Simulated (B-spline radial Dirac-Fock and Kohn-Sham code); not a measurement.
Kohn-Sham estimates against Dirac-Fock for the levels of Gd⁶⁺

System: gadolinium as Gd⁶⁺, configuration 1s2 2s2 2p6 3s2 3p6 3d10 4s2 4p6 4d10 4f6 5s2 5p4.

The density-functional columns are spherical, spin-unpolarised Dirac-Kohn-Sham results without Breit or QED terms: −ε is minus the orbital energy of the initial state and ΔSCF the difference of two total energies. The reference in the last column comes from relaxed Dirac-Fock hole states (ΔSCF) with Breit and QED corrections and a finite nucleus. All numbers are from a radial B-spline solver, in eV; a selection of levels is shown. For the 1s level of heavy atoms much of the gap between ΔSCF and the reference is the Breit and QED part, -215.7 eV here; for other levels the error of the functional can be larger.

```
level   PBE −ε  PBE ΔSCF   LDA −ε  LDA ΔSCF  Dirac-Fock
    K  50124.3   50586.8  50077.3   50538.4     50335.6
   L1   8340.6    8426.9   8334.3    8420.8      8480.5
   L2   7924.5    8033.2   7921.8    8030.7      8029.8
   M1   1912.8    1941.5   1911.1    1939.8      1985.8
   M2   1732.4    1762.6   1731.7    1762.0      1791.4
   M3   1589.6    1618.0   1589.2    1617.7      1648.0
   M4   1277.8    1310.7   1278.1    1311.0      1316.7
   M5   1246.7    1279.0   1247.0    1279.2      1286.3
   N1    449.6     464.1    448.9     463.4       486.0
   N2    379.3     393.6    379.0     393.3       408.7
   N4    231.2     244.6    231.2     244.7       248.0
   N5    225.3     238.7    225.4     238.7       242.2
 N6,7    86.92     98.86    87.31     99.25       95.76
   O1    122.1     130.5    122.4     131.0       130.5
 O2,3    97.02     104.8    97.38     105.2       103.2
```

Problem. Order the estimates of the K (1s) level by their distance from the Dirac-Fock value, nearest first.
A. PBE ΔSCF
B. LDA −ε
C. LDA ΔSCF
D. PBE −ε

Solution. C (202.8 eV), D (211.2 eV), A (251.3 eV), B (258.3 eV).

Values without a named source are computed, but for edge energies of neutral atoms, which are taken from tables.
